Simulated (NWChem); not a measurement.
System: C3H6AlF; SMILES C=[CH][Al]([CH3])[F]

Input file for NWChem:

```
start job
memory heap 200 mb stack 900 mb global 1100 mb
geometry units angstroms noautosym nocenter noautoz
  Al     0.126975     0.470114    -0.003093
  F      1.331121     1.631360     0.001560
  C     -1.718529     1.080531    -0.002524
  H     -2.448505     0.263587    -0.113305
  H     -1.893267     1.802352    -0.817580
  H     -1.950946     1.608590     0.937871
  C      0.685833    -1.386882    -0.000508
  C     -0.213651    -2.384432    -0.000394
  H      1.745713    -1.677772     0.001978
  H      0.073171    -3.444319     0.002183
  H     -1.295462    -2.196968    -0.002772
end
basis spherical
  * library 6-31g*
end
dft
  xc pbe0
  iterations 150
end
property
  efieldgrad
end
task dft property
```

Coordinates come from a PBE0/def2-SVP optimisation.

Vzz is the largest principal value of the second derivative of the potential at the nucleus (NWChem prints the opposite sign); η is the asymmetry. Non-relativistic.

Atoms are numbered as in the input.

### Question
Give the results of this calculation. (PBE0/6-31G* (spherical d).) Quantities: Vzz Al1 (a.u.); η Al1.

### Answer
```
Item            Result
--------------  ------
Vzz Al1 (a.u.)   0.935
η Al1             0.41
```
